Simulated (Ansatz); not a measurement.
Mo(O)2(OH)(NH2) (H₃MoNO₃), SMILES [NH2][Mo](=[O])(=[O])[OH], multiplicity 1. Atoms are numbered in the order given.

```xyz
8

Mo    -0.0293    -0.0119     0.0000
O      0.9392    -0.0602    -1.3848
O      0.9392    -0.0602     1.3848
O     -1.2332    -1.4627     0.0000
H     -1.0112    -2.4032     0.0001
N     -1.0573     1.6243     0.0000
H     -1.2530     2.1656    -0.8406
H     -1.2531     2.1655     0.8406
```
Charge 0, spin multiplicity 1.

Geometry optimised at B3LYP-D3(BJ)/def2-SVP. The multiplicity is an assumed one; other spin states were not compared. The def2 effective core potentials stand for the cores of Mo; spin–orbit coupling is left out. One conformer was computed; it need not be the lowest.

Two levels are set side by side: PBE-D3(BJ)/def2-SVP (Ansatz, a quantum-chemistry and plane-wave program) and B3LYP-D3(BJ)/def2-SVP (Ansatz). Each level has its own optimised geometry; the coordinates shown are those of the second. Differences are taken from unrounded values.

```json
[
 {"quantity": "mean bond length (Å)", "B3LYP-D3(BJ)": "1.458", "PBE-D3(BJ)": "1.466", "PBE-D3(BJ) minus B3LYP-D3(BJ)": "0.009"},
 {"quantity": "bond Mo1–O2 (Å)", "B3LYP-D3(BJ)": "1.691", "PBE-D3(BJ)": "1.703", "PBE-D3(BJ) minus B3LYP-D3(BJ)": "0.013"},
 {"quantity": "bond Mo1–O3 (Å)", "B3LYP-D3(BJ)": "1.691", "PBE-D3(BJ)": "1.703", "PBE-D3(BJ) minus B3LYP-D3(BJ)": "0.013"},
 {"quantity": "bond Mo1–O4 (Å)", "B3LYP-D3(BJ)": "1.885", "PBE-D3(BJ)": "1.893", "PBE-D3(BJ) minus B3LYP-D3(BJ)": "0.008"},
 {"quantity": "bond Mo1–N6 (Å)", "B3LYP-D3(BJ)": "1.932", "PBE-D3(BJ)": "1.938", "PBE-D3(BJ) minus B3LYP-D3(BJ)": "0.005"},
 {"quantity": "bond O4–H5 (Å)", "B3LYP-D3(BJ)": "0.966", "PBE-D3(BJ)": "0.975", "PBE-D3(BJ) minus B3LYP-D3(BJ)": "0.008"},
 {"quantity": "bond N6–H7 (Å)", "B3LYP-D3(BJ)": "1.019", "PBE-D3(BJ)": "1.026", "PBE-D3(BJ) minus B3LYP-D3(BJ)": "0.007"},
 {"quantity": "bond N6–H8 (Å)", "B3LYP-D3(BJ)": "1.019", "PBE-D3(BJ)": "1.026", "PBE-D3(BJ) minus B3LYP-D3(BJ)": "0.007"}
]
```

Exact exchange shortens and stiffens bonds; PBE has none. Differences between two approximate levels are no errors against the true value.
